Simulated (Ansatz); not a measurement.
Reaction (redistribution): `[OH][GeH2][I]` + `CBC=S` → `[CH3][GeH2][I]` + `OBC=S`

Calculated with Ansatz (gas phase, PBE0-D4/def2-TZVP geometries, no zero-point term in ΔE). CCSD(T)/CBS is the MP2 limit (def2-TZVPP, def2-QZVPP) plus CCSD(T) − MP2 in def2-TZVPP, frozen cores. Functionals use def2-TZVPP. Elements past krypton have def2 core potentials. For Ge, I outer-core shells are correlated without core-valence functions, which leaves a few kJ/mol of doubt a bond. Scalar relativity is left out up to krypton. One conformer a species, not always the lowest.

`[OH][GeH2][I]`:

Z-matrix (Å, degrees):
```
Ge
I 1 2.517
O 1 1.769 2 109.6
H 1 1.528 2 109.4 3 -114.9
H 1 1.536 2 106.7 3 120.4
H 3 0.961 1 113.0 2 56.8
```

`CBC=S`:

```xyz
9

C    -0.433    0.217   -1.119
B     0.534   -0.229    0.030
C     0.087   -0.358    1.490
S     0.511    1.132    1.964
H    -1.378    0.641   -0.775
H    -0.665   -0.677   -1.715
H     0.046    0.919   -1.805
H     1.668   -0.542   -0.210
H    -0.371   -1.103    2.139
```

`[CH3][GeH2][I]`:

```xyz
8

C    -0.923   -0.058    0.572
Ge    0.592   -0.016   -0.644
I     2.651    0.614    0.676
H    -1.062    0.923    1.026
H    -0.748   -0.793    1.357
H    -1.827   -0.330    0.022
H     0.436    1.050   -1.739
H     0.881   -1.389   -1.269
```

`OBC=S`:

```xyz
7

O     0.275   -0.356   -1.455
B    -0.056   -0.462   -0.150
C     0.002    0.852    0.705
S    -0.369    0.877    2.275
H     0.223   -1.188   -1.933
H    -0.379   -1.508    0.338
H     0.303    1.784    0.219
```

Question: Is it downhill or uphill in electronic energy at CCSD(T)/CBS, and by how much? (An estimate is asked.)

Answer: The calculation gave: Downhill: ΔE = -1.03 eV.

Question: What do these levels give: BLYP-D4, BHLYP-D4, PBE0, r2SCAN0, MP2/def2-TZVPP, MP2/CBS(def2)? (Estimate.)

Answer: Ansatz gave: BLYP-D4 -0.89, BHLYP-D4 -1.05, PBE0 -0.93, r2SCAN0 -0.92, MP2/def2-TZVPP -1.01, MP2/CBS(def2) -1.00 eV.

Largest T1 diagnostic among the species: 0.019.

At CCSD(T), def2-SVP lies −0.14 eV from the extrapolated value and def2-TZVPP −0.01 eV. In def2-TZVPP, CCSD(T) changes the Hartree–Fock value by +0.10 eV (the triples alone add +0.04 eV) and MP2 by +0.13 eV.
